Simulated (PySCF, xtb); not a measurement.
B(Et)(OH)(NH2) (C2H8BNO), SMILES CCB(N)O.

GFN2-xTB run with xtb 6.7.1 at its own geometry gives an orbital gap of 7.08 eV and a dipole moment of 2.82 D.

Coordinates come from a B3LYP-D3(BJ)/def2-SVP optimisation. Other conformers were not sampled.

### Question
What does PBE0/def2-TZVP (PySCF) give? (The exact figures need the calculation; the answer reports its results.)

### Answer
gap 8.38 eV (levels -7.76 and 0.62 eV), dipole 2.57 D.
